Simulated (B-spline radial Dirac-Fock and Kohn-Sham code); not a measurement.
# Pb⁺ 6s: cross section and angular parameters

System: Pb⁺ in the configuration [Xe] 4f14 5d10 6s2 6p1; threshold 22.41 eV (orbital energy of the model). These are calculated numbers from a radial finite-basis atomic code; the model is Dirac-Hartree-Slater photoionisation with a Latter tail; cross sections with all multipoles, angular parameters from the dipole term and its interference with E2.

```
hν (eV)  σ (kb)      β       γ
   66.6    39.1  0.170  -0.147
     80    36.9  0.628  -0.106
    100    32.5  1.002  -0.022
    125    26.5  1.217   0.067
    150    21.8  1.330   0.122
    154    21.1  1.344   0.126
    155    21.0  1.348   0.128
    188    17.1  1.445   0.181
    214    14.9  1.502   0.218
    385    7.32  1.680   0.379
    392    7.15  1.683   0.383
    571    4.29  1.750   0.454
    587    4.13  1.754   0.458
    593    4.07  1.755   0.459
    768    2.80  1.788   0.487
 1253.6    1.34  1.835   0.481
   1720   0.811  1.857   0.432
   2060   0.605  1.867   0.385
   2670   0.393  1.881   0.298
 2984.4   0.326  1.886   0.254
   3690   0.227  1.894   0.162
   4250   0.177  1.899   0.097
   4820   0.142  1.904   0.040
 5414.7       ?      ?       ?
   6040  0.0943  1.910  -0.057
   6120  0.0921  1.910  -0.062
   6320  0.0868  1.911  -0.075
 8047.8  0.0554  1.917  -0.150
  12000  0.0256  1.924  -0.164
  13200  0.0212  1.925  -0.138
```

Problem. Give the values at Cr Kα (5414.7 eV).

Solution. σ = 0.115 kb, β = 1.907, γ = -0.012. For an s subshell δ is negligible.
